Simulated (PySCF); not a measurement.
Krypton: a sound run and one with changed settings

Sound run: Kr [Kr], Kr⁺ [Ar] 3d10 4s2 4p5. Computed with PySCF 2.14 in pcseg-2 (6s5p3d1f, 43 functions), with the non-relativistic Hamiltonian (point nucleus). The sound run starts from symmetry-adapted Hartree-Fock orbitals and uses a fine grid where one is needed.

Changed run: 14 angular points. This setting is unsound on purpose.

```tsv
species	method	sound run (hartree)	changed run (hartree)	converged
Kr	UHF	-2752.02415	-2752.02415	yes
Kr	BP86	-2754.09153	-2754.09153	yes
Kr	M06-L	-2753.68145	-2753.68145	yes
Kr⁺	UHF	-2751.54303	-2751.54303	yes
Kr⁺	BP86	-2753.56993	-2753.57031	yes
Kr⁺	M06-L	-2753.17485	-2753.17815	yes
```

Ionisation energy of Kr:

```csv
method,sound run (eV),changed run (eV)
UHF,13.092,13.092
BP86,14.193,14.183
M06-L,13.785,13.696
```

A coarse angular grid integrates products of high-l functions wrongly, so density functionals can shift, and the SCF can exploit the error; Hartree-Fock and MP2 need no grid.

For comparison, NIST gives 14.000 eV between the lowest levels.
